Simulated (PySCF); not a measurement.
# Worked example: entropy of an ideal gas

Si(H)(F)(Me)(OH) (CH5FOSi), SMILES [SiH](O)(F)C.

Geometry optimised at B3LYP-D3(BJ)/def2-SVP. The values are those of a single conformer.

PySCF with B3LYP-D3(BJ)/def2-SVP gives the harmonic wavenumbers 149, 201, 240, 303, 339, 659, 711, 756, 821, 840, 890, 924, 968, 1281, 1430, 1433, 2294, 3030, 3119, 3126, 3876 cm⁻¹ and the rotational temperatures 0.3093, 0.2838, 0.1735 K. The molar mass is 80.13 g/mol, the symmetry number 1, the spin multiplicity 1.

Task: Work out the entropy at 298.15 K and 1 atm in the rigid-rotor, harmonic-oscillator model.

Result: 
Translation (Sackur–Tetrode at 1 atm): S = R[1.5 ln M + 2.5 ln T − 1.16487] = 163.4 J/(mol K).
Rotation: q = (√π/σ) T^1.5/√(θA θB θC) = 73900, S = R[ln q + 3/2] = 105.7 J/(mol K).
Vibration: with u = 1.4388 ν/T, each mode gives R[u/(e^u − 1) − ln(1 − e^−u)]:
| ν (cm⁻¹) | modes | u | S (J/(mol K)) |
|---|---|---|---|
| 149 | 1 | 0.72 | 11.23 |
| 201 | 1 | 0.97 | 8.89 |
| 240 | 1 | 1.16 | 7.54 |
| 303 | 1 | 1.46 | 5.86 |
| 339 | 1 | 1.64 | 5.09 |
| 659 | 1 | 3.18 | 1.50 |
| 711 | 1 | 3.43 | 1.23 |
| 756 | 1 | 3.65 | 1.03 |
| 821 | 1 | 3.96 | 0.80 |
| 840 | 1 | 4.05 | 0.74 |
| 890 | 1 | 4.29 | 0.61 |
| 924 | 1 | 4.46 | 0.53 |
| 968 | 1 | 4.67 | 0.45 |
| 1281 | 1 | 6.18 | 0.12 |
| 1430 | 1 | 6.90 | 0.07 |
| 1433 | 1 | 6.92 | 0.07 |
The stiffer modes add less than 0.005 each. Sum 45.8 J/(mol K).
Spin: R ln 1 = 0.0 J/(mol K).
Total 314.9 J/(mol K); the program's own thermochemistry gives 314.8. Translation makes up 52 % and vibration 15 %. Anharmonicity, hindered rotation and orbital degeneracy are left out.
